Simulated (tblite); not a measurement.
Compound: C₃H₇BGe.
Structure used (GFN2-xTB), in Å, numbered top down from 1:
```
atom  x, y, z in Å
B1     2.8853    0.5522    1.0598
C2     1.5534    0.0118    0.6556
C3     0.4820   -0.4532    0.3332
C4    -0.7956   -0.9937   -0.0572
Ge5   -2.0078    0.3796   -0.8231
H6     3.1776    1.6505    0.7785
H7     3.6279   -0.1294    1.6562
H8    -0.6326   -1.7792   -0.8014
H9    -1.2706   -1.4618    0.8103
H10   -2.2828    1.4733    0.1557
H11   -3.3167   -0.2453   -1.1991
H12   -1.4189    0.9944   -2.0503
```

Computed with GFN2-xTB (tblite): harmonic, unscaled wavenumbers at the GFN2-xTB geometry, gas phase. Against measured fundamentals such values can be off by several per cent, at times by over 20. Modes of hydrogen on boron and germanium can be 10 to 20 % off. The optimisation stopped once no atom felt more than 0.01 eV/Å.

Lowest wavenumbers of the output (negative numbers stand for imaginary wavenumbers):
```
mode    cm-1
  1    -107.9
  2      82.3
  3      96.1
  4     179.3
  5     204.1
  6     335.7
  7     355.6
  8     437.1
  9     465.1
 10     617.0
 11     738.5
 12     769.4
 13     782.2
 14     797.1
 15     825.9
```

Problem. Is this structure a minimum?

Solution. No. 1 mode is imaginary beyond 20i (108i cm⁻¹), so at this level the point lies at or near a first-order saddle.

Problem. Which atoms move in the imaginary mode?

Solution. 108i: H7 (B–H hydrogen) 50 %, H6 (B–H hydrogen) 46 %. These are shares of the mass-weighted motion.

Problem. What is the remedy?

Solution. Step along that mode in both directions, optimise again with tighter thresholds and repeat the frequencies. The zero-point energy of this point (48.5 kcal/mol) counts the 29 real modes alone, and thermal corrections from it aren't those of a minimum.

Time: 0.39 s of wall time. Hardware: an Arm Neoverse N1 with one thread, shared host. The figure is for the frequency step alone.
